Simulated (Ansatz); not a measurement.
Input file for CH$_{3}$F$_{2}$Ga (`F[CH](F)[GaH2]`):

```yaml
crystal:
  periodic: [false, false, false]
  atoms:
    - {symbol: F, position_ang: [-0.149913, -1.605825, 0.831774]}
    - {symbol: C, position_ang: [0.533647, -0.449318, 0.537057]}
    - {symbol: F, position_ang: [1.662769, -0.812126, -0.145601]}
    - {symbol: Ga, position_ang: [-0.669892, 0.695690, -0.621182]}
    - {symbol: H, position_ang: [0.862923, -0.027940, 1.493183]}
    - {symbol: H, position_ang: [-1.331685, 1.974316, -0.002960]}
    - {symbol: H, position_ang: [-0.907858, 0.225213, -2.092271]}
basis:
  gaussian: {orbitals: def2-SVP}
correlation: {method: ccsd_t}
```

```sh
$ ansatz run in.yaml --threads 2 --pin off --events-out ev --progress --plain --max-ram 4352MiB
```

The program prints (abridged):

```
Functional definition: HF
882 factors; integrals over basis functions are off by at most 1.2e-3 eV
mean field evaluation 1: about -58808.9184 eV, gradient 2.9e1 eV
mean field evaluation 2: about -58808.9707 eV, gradient 2.9e1 eV
mean field evaluation 4: about -58810.8361 eV, gradient 2.7e0 eV
mean field evaluation 8: about -58810.8657 eV, gradient 1.4e-1 eV
mean field -58810.86582094 eV, -2161.2594554830 hartree, gradient 1.2e-6 eV, S^2 0.000000; 0 other end points of the search recorded, 0 dependent functions left out
12 core orbitals not correlated: weight in the atoms' cores, before any rotation towards them, 1.000 or more for the frozen orbitals, at most 0.000 for the correlated occupied ones
reference -58810.86582094 eV, -2161.2594554830 hartree; 17, 17 occupied and 60, 60 virtual orbitals, 882 factors
second order -19.49454020 eV of doubles, -0.00000000 eV of singles
cycle   1  -19.26059653 eV  change    2.3e-1 eV  update   1.1e-1
cycle   2  -19.83064960 eV  change   -5.7e-1 eV  update   3.3e-2
cycle   3  -19.94813345 eV  change   -1.2e-1 eV  update   1.6e-2
cycle   4  -19.93804381 eV  change    1.0e-2 eV  update   3.4e-3
cycle   5  -19.93656516 eV  change    1.5e-3 eV  update   1.8e-3
cycle   6  -19.93716332 eV  change   -6.0e-4 eV  update   5.2e-4
cycle   7  -19.93704024 eV  change    1.2e-4 eV  update   2.4e-4
cycle   8  -19.93691215 eV  change    1.3e-4 eV  update   9.1e-5
cycle   9  -19.93692887 eV  change   -1.7e-5 eV  update   3.5e-5
perturbative correction -0.46876882 eV, -0.0172269364 hartree
Total energy: -58831.27151863 eV, -2162.0093510415 hartree
```

Run time 4.2 s (2 threads of an Arm Neoverse V2 on a shared host); peak host memory 0.36 GiB.

Correlation energy per correlated electron: -0.600 eV. T1 diagnostic: 0.0123.
